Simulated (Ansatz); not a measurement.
A nudged elastic band was laid between two geometries of H2S + H4OSn (9 atoms, charge 0, multiplicity 1).

Level of theory: Ansatz, RHF/def2-SVP.

- movable images: 9
- climbing image: yes
- spring: 5.0 eV/Å²
- optimiser: quadratic models (default)
- start path: through a guess of the saddle point
- force threshold: 0.03 eV/Å
- iteration limit: 60
- end points: relaxed

Initial state:

```xyz
9
Properties=species:S:1:pos:R:3
Sn -0.228 0.314 -0.160
O -0.241 -0.188 1.759
H -0.716 0.369 2.357
H 1.387 0.630 -0.587
H -1.200 1.716 -0.298
H -0.901 -0.996 -1.013
S 1.853 -2.944 1.474
H 0.842 -3.807 1.354
H 1.103 -1.984 2.026
```

Final state:

```xyz
9
Properties=species:S:1:pos:R:3
Sn 0.438 -0.332 -0.465
O -1.130 -0.604 2.543
H -0.932 0.023 3.223
H 1.258 -0.297 -1.968
H 0.444 1.211 0.246
H -1.111 -1.000 -0.671
S 1.766 -1.742 1.041
H 1.628 -2.878 0.350
H -0.461 -1.271 2.614
```

Question: What changes between the two ends?

Answer: Bonds broken: Sn1–O2, S7–H9. Bonds formed: Sn1–S7, O2–H9. H2S + H4OSn becomes H2O + H4SSn.

Question: What energy profile does the band end with?

Answer: The forces met the threshold. The highest image is number 3 of 0 to 10, 0.98 eV above the first end and 1.53 eV above the last; the last end lies 0.55 eV below the first. A vibrational analysis at the climbing image gives one clearly imaginary mode, 1059i cm⁻¹: a first-order saddle point. The orbitals stay closed-shell, which can raise the energy where a bond breaks towards radicals; this wasn't checked here.

| image | path coordinate (Å) | energy (eV) | Sn1–O2 (Å) | S7–H9 (Å) | Sn1–S7 (Å) |
| --- | --- | --- | --- | --- | --- |
| 0 | 0.00 | 0.00 | 1.98 | 1.34 | 4.20 |
| 1 | 0.60 | 0.01 | 1.99 | 1.34 | 3.91 |
| 2 | 1.20 | 0.23 | 2.00 | 1.36 | 3.48 |
| 3 | 1.80 | 0.98 | 2.10 | 1.71 | 3.21 |
| 4 | 2.56 | 0.50 | 2.32 | 2.14 | 2.72 |
| 5 | 3.33 | -0.01 | 2.84 | 2.39 | 2.51 |
| 6 | 4.10 | -0.40 | 3.50 | 2.56 | 2.46 |
| 7 | 4.86 | -0.49 | 3.80 | 2.73 | 2.45 |
| 8 | 5.63 | -0.51 | 3.62 | 2.78 | 2.45 |
| 9 | 6.39 | -0.54 | 3.49 | 2.73 | 2.46 |
| 10 | 7.16 | -0.55 | 3.40 | 2.77 | 2.45 |

Question: What is the geometry of the highest image?

Answer: 
```xyz
9
Properties=species:S:1:pos:R:3
Sn -0.051 -0.040 -0.170
O -0.234 -0.435 1.884
H -0.254 0.207 2.583
H 1.522 0.454 -0.537
H -1.086 1.332 -0.137
H -0.785 -1.304 -1.012
S 1.587 -2.418 1.243
H 0.686 -3.397 1.108
H 0.515 -1.289 1.951
```

Question: What are the harmonic wavenumbers there?

Answer: 1059i, 117, 218, 297, 320, 445, 473, 518, 543, 643, 752, 794, 817, 862, 1299, 1693, 2001, 2101, 2110, 2842, 4135 cm⁻¹.

Time of the run: 4.2 min on 1 thread of AMD EPYC 9R45 96-Core Processor (Zen 5), on a shared host, peak memory 0.2 GiB.
